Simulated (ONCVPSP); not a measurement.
## Ranking ONCV potentials for titanium

All share these settings but for the change named:

```
Element                 : Ti
Generator               : ONCVPSP 4.0.1
Type                    : optimised norm-conserving Vanderbilt (ONCV)
Functional              : LDA (Perdew-Zunger)
Relativity              : scalar-relativistic
Frozen core             : [Ne]
Valence charge          : 12
Reference configuration : 3s2 3p6 3d2 4s1.5 4p0.5
Partial waves           : 3s+4s: rc 1.40 bohr, ncon 3, nbas 6, qcut 11.1 1/bohr, 2 projectors; 3p+4p: rc 2.25 bohr, ncon 4, nbas 8, qcut 7.1 1/bohr, 2 projectors; 3d: rc 1.30 bohr, ncon 4, nbas 9, qcut 13.7 1/bohr, 2 projectors, debl 0.5 Ha
Local potential         : polynomial inside 0.90 bohr (lpopt 4, dvloc0 -1 Ha)
Core correction         : Teter function, parameters optimised by the program
```

Cutoff: the first of the cutoffs (Ha) at which the residual kinetic energy of the hardest occupied pseudo-wave falls to 1 and 0.1 mHa per electron; the density cutoff is not measured.

The base gives 57 Ha.

Of 7 variants that were run, those that failed, showed a ghost or another fault, or gave nearly equal values are left out.

A variant can come out equal or close to the base.

**Question.** Rank these variants from softest to hardest (loose cutoff).
A. d: qcut 16.5
B. d: qcut 12.2
C. d: qcut 9.1

**Answer.** C (39 Ha), B (51 Ha), A (64 Ha).
